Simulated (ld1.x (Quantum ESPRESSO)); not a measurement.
What one change does to a pseudopotential (oxygen (O), ultrasoft)

ld1.x (Quantum ESPRESSO) 7.5 input, shortened:

```
&input
   title='O', zed=8., rel=0, dft='PBE', iswitch=3,
   config='[He] 2s2 2p4 3d-2'
 /
 &inputp
   pseudotype=3, tm=.true., lloc=-1, rcloc=1.80,
   nlcc=.false.,
   which_augfun='PSQ', rmatch_augfun_nc=.true.
 /
6
2S  1  0   2.00   0.00  0.95  1.05  0.0
2S  1  0   0.00   3.60  0.95  1.05  0.0
2P  2  1   4.00   0.00  1.95  2.15  0.0
2P  2  1   0.00   0.50  1.95  2.15  0.0
3D  3  2  -2.00   0.15  1.70  2.30  0.0
3D  3  2  -2.00   2.70  1.70  2.30  0.0
 &test
   configts(1)='2s2 2p4'
 /
```

Change: waves 2p (bound): rcut 1.82, rcutus 1.92 bohr; 2p channel at 0.5 Ry: rcut 1.82, rcutus 1.92 bohr.

Cutoffs: the cutoffs (Ry, on a coarse ladder) from which the occupation-weighted sum of valence levels, in a spherical-Bessel basis at the reference potential, stays within 10 and 1 mRy of its value at 400 Ry; they do not see the model core or the augmentation charge, which bear on the density cutoff. Errors are all-electron minus pseudo energies relative to the spin-unpolarised reference configuration.

How do hardness, ghosts and transferability respond?

The potential gets harder (21 Ry and 40 Ry → 25 Ry and 40 Ry); of the 7 tests that both files solve, the error grows in 5 and shrinks in 2 by more than 15 % and 0.3 meV (median size 54.7 → 69.6 meV); neither file shows a bound ghost. A smaller radius makes the pseudo-wave follow the all-electron one further in, where it bends more sharply, so more plane waves are needed.

| quantity | base | changed |
| --- | --- | --- |
| cutoff, loose | 21 Ry | 25 Ry |
| cutoff, tight | 40 Ry | 40 Ry |
| loose cutoff by channel (10 mRy a level) | s 18 Ry, p 12 Ry | s 18 Ry, p 15 Ry |
| bound ghosts | none | none |
| error for 2s2 2p3, meV [ΔE 16.44 eV] | -55 | -70 |
| error for 2s2 2p2, meV [ΔE 50.03 eV] | -188 | -287 |
| error for 2s2 2p1, meV [ΔE 103.90 eV] | +305 | -246 |
| error for 2s2 2p4.3, meV [ΔE -2.12 eV] | -1.5 | -3.0 |
| error for 2s1 2p5, meV [ΔE 14.90 eV] | +2.1 | +2.6 |
| error for 2s2 2p0, meV [ΔE 180.81 eV] | +3047 | +1170 |
| error for 2s2 2p3.5, meV [ΔE 6.29 eV] | -10 | -14 |
| s: phases at 2.50 bohr within 0.05 rad from the reference energy up to (Ry; the scan ends near 5) | to the end of the scan | to the end of the scan |
| p: phases at 2.50 bohr within 0.05 rad from the reference energy up to (Ry; the scan ends near 5) | to the end of the scan | to the end of the scan |
| d: phases at 2.50 bohr within 0.05 rad from the reference energy up to (Ry; the scan ends near 5) | to the end of the scan | to the end of the scan |
| lowest overlap eigenvalue by channel | s 0.51, p 0.20, d 0.97 | s 0.51, p 0.41, d 0.97 |
